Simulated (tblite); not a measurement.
Species: C4H8BPSSi.
SMILES with atom numbers: `[SiH3:1][PH:2][BH:3][c:4]1[cH:5][cH:6][cH:7][s:8]1` (hydrogens: H9, H10, H11 on Si1; H12 on P2; H13 on B3; H14 on C5; H15 on C6; H16 on C7)

Computed with GFN2-xTB (tblite), gas phase: Langevin dynamics at 300 K from the optimised GFN2-xTB geometry, time step 0.5 fs, friction 0.01 fs⁻¹, 2000 steps. The instantaneous temperature is 2·E(kin)/(3Nk) with all 3N coordinates.

```
t (fs)  T (K)  E(pot) above start (eV)  Si1–P2 (Å)  P2–B3 (Å)  B3–C4 (Å)  C4–C5 (Å)  C5–C6 (Å)  Si1–H9 (Å)  Si1–P2–B3–C4 (°)
     0    244                    0.000       2.228      1.856      1.526      1.377      1.403       1.464                58
    25    164                    0.232       2.183      1.863      1.560      1.400      1.434       1.491                59
    50    191                    0.309       2.270      1.847      1.557      1.374      1.427       1.444                57
    75    230                    0.404       2.266      1.920      1.537      1.356      1.414       1.435                50
   100    277                    0.397       2.183      1.805      1.515      1.361      1.393       1.515                48
   125    253                    0.461       2.233      1.824      1.547      1.358      1.417       1.474                40
   150    201                    0.587       2.250      1.840      1.526      1.348      1.411       1.392                26
   175    234                    0.651       2.220      1.928      1.552      1.360      1.434       1.548                34
   200    260                    0.791       2.310      1.855      1.524      1.359      1.391       1.443                45
   225    330                    0.531       2.214      1.903      1.529      1.368      1.432       1.452                60
   250    298                    0.625       2.230      1.881      1.499      1.360      1.418       1.505                58
   275    280                    0.710       2.335      1.787      1.530      1.377      1.430       1.418                55
   300    361                    0.447       2.178      1.927      1.563      1.367      1.404       1.494                51
   325    378                    0.320       2.222      1.827      1.570      1.347      1.389       1.512                60
   350    328                    0.413       2.259      1.921      1.574      1.345      1.387       1.437                63
   375    292                    0.351       2.246      1.869      1.515      1.330      1.412       1.453                73
   400    234                    0.393       2.215      1.860      1.506      1.365      1.441       1.467                65
   425    206                    0.613       2.205      1.866      1.500      1.380      1.433       1.509                68
   450    228                    0.686       2.241      1.854      1.560      1.384      1.440       1.419                49
   475    291                    0.690       2.231      1.906      1.497      1.357      1.402       1.456                51
   500    311                    0.538       2.215      1.852      1.567      1.371      1.405       1.492                57
   525    283                    0.478       2.248      1.866      1.575      1.398      1.402       1.449                76
   550    291                    0.610       2.166      1.872      1.550      1.398      1.379       1.450                84
   575    273                    0.631       2.274      1.878      1.532      1.371      1.373       1.514               103
   600    324                    0.638       2.240      1.894      1.531      1.369      1.365       1.464                79
   625    324                    0.755       2.224      1.816      1.567      1.378      1.416       1.494                73
   650    262                    0.782       2.220      1.954      1.511      1.364      1.417       1.435                51
   675    280                    0.645       2.258      1.799      1.478      1.364      1.402       1.485                59
   700    331                    0.444       2.222      1.973      1.506      1.362      1.433       1.482                70
   725    292                    0.489       2.278      1.874      1.546      1.360      1.427       1.419                78
   750    219                    0.647       2.217      1.847      1.543      1.366      1.430       1.500                84
   775    316                    0.624       2.229      1.910      1.550      1.395      1.421       1.502                81
   800    315                    0.657       2.300      1.848      1.553      1.417      1.444       1.405                75
   825    303                    0.583       2.188      1.899      1.468      1.347      1.431       1.482                76
   850    253                    0.506       2.261      1.876      1.555      1.361      1.465       1.522                72
   875    221                    0.730       2.382      1.838      1.522      1.365      1.421       1.404                75
   900    370                    0.620       2.134      1.946      1.517      1.406      1.398       1.526                67
   925    448                    0.715       2.314      1.850      1.550      1.419      1.390       1.501                80
   950    463                    0.618       2.369      1.871      1.550      1.429      1.391       1.447                72
   975    446                    0.652       2.116      1.851      1.531      1.402      1.363       1.488                59
  1000    334                    0.601       2.319      1.850      1.548      1.395      1.392       1.463                49
```

**Question.** From 500 fs on, how do temperature and potential energy compare with equipartition?

**Answer.** The mean temperature of these 21 frames is 317 K against the target 300 K, and the mean potential energy 0.62 eV against 42 × kT/2 = 0.54 eV for 42 classical harmonic modes. For 16 atoms in a canonical ensemble the temperature itself scatters by T·√(2/(3N)) = 61 K; here its standard deviation is 66 K. The whole run lasts only 10 friction times of 100 fs, so these averages carry a wide statistical error.

**Question.** What are the kinetic and total energies of the listed frame with the highest potential energy?

**Answer.** The one at 200 fs, 0.791 eV above the start. Its kinetic energy is 3NkT/2 = 0.537 eV at 260 K, so the sum is 1.33 eV; over the listed frames the sum runs from 0.50 to 1.64 eV, since the thermostat adds and removes energy.

**Question.** How much do the listed bonds fluctuate from 500 fs on?

**Answer.** 
```
  bond  at the start (Å)  mean (Å)  standard deviation (Å)
Si1–P2             2.228     2.246                   0.066
 P2–B3             1.856     1.874                   0.042
 B3–C4             1.526     1.536                   0.027
 C4–C5             1.377     1.383                   0.023
 C5–C6             1.403     1.408                   0.026
Si1–H9             1.464     1.473                   0.035
```

The motion is classical and holds no zero-point motion.

What follows is the cost of the whole dynamics run. Time: 19 s; peak memory 0.18 GiB. Hardware: one thread of an Arm Neoverse V1, no GPU, shared host with 32 logical CPUs at a one-minute load of 14.
